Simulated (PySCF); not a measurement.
How the method moves the HOMO and LUMO of 1-fluorobicyclo[2.2.1]heptane

Species: 1-fluorobicyclo[2.2.1]heptane, C7H11F.
Z-matrix (Å and degrees, PBE0-D3(BJ)/def2-SVP geometry), rows numbered from 1:
```
F 
C   1  1.3680
C   2  1.5297  1  112.82
C   3  1.5476  2  102.39  1   161.42
C   4  1.5404  3  103.20  2    -0.16
C   5  1.5405  4  108.61  3    70.81
C   2  1.5297  1  112.81  3  -124.81
C   2  1.5304  1  115.98  3   117.59
H   3  1.1004  2  108.99  1    42.32
H   3  1.1000  2  111.79  1   -76.45
H   4  1.1004  3  111.14  2  -118.70
H   4  1.1004  3  113.03  2   120.94
H   5  1.0987  4  113.74  3  -161.46
H   6  1.1004  5  111.89  4    50.97
H   6  1.1004  5  110.59  4   170.20
H   7  1.1004  2  108.99  1   -42.36
H   7  1.1000  2  111.80  1    76.42
H   8  1.1007  2  112.67  1    62.18
H   8  1.1007  2  112.65  1   -62.16
```

Basis pcSseg-1 throughout (PySCF), one geometry. Geometry: PBE0-D3(BJ)/def2-SVP; no solvent, vibrations or thermal averaging.

How do the orbital energies, the gap and the dipole change with the method?

```csv
method,kind,HOMO (eV),LUMO (eV),gap (eV),μ (D),SCF cycles
B97-D,GGA,-6.90,0.44,7.34,1.80,14
LDA,LDA,-6.98,0.10,7.07,1.82,13
KT3,GGA,-7.02,0.17,7.19,1.75,14
B97-2,global hybrid,-8.05,1.15,9.20,1.89,12
B3LYP,global hybrid,-8.10,0.81,8.91,1.88,13
PBE0,global hybrid,-8.30,1.12,9.42,1.89,12
BHandHLYP,global hybrid,-9.65,1.82,11.47,2.02,12
HF,Hartree–Fock,-11.67,3.99,15.66,2.17,10
```

The HOMO spans 4.76 eV, from B97-D down to HF, and the gap runs from 7.07 eV (LDA) to 15.66 eV (HF). Over the methods B97-D (0 %), LDA (0 %), KT3 (0 %), B97-2 (21 %), B3LYP (20 %), PBE0 (25 %), BHandHLYP (50 %), HF (100 %), a straight line through the gap against the share of exact exchange rises by 0.84 eV for each 10 % (correlation coefficient 0.999). The dipole ranges from 1.75 D (KT3) to 2.17 D (HF). This basis has no diffuse functions.

The vertical ΔSCF ionisation energy at CAM-B3LYP/def2-SVPD is 10.49 eV; −ε(HOMO) comes closest to it with BHandHLYP (9.65 eV).
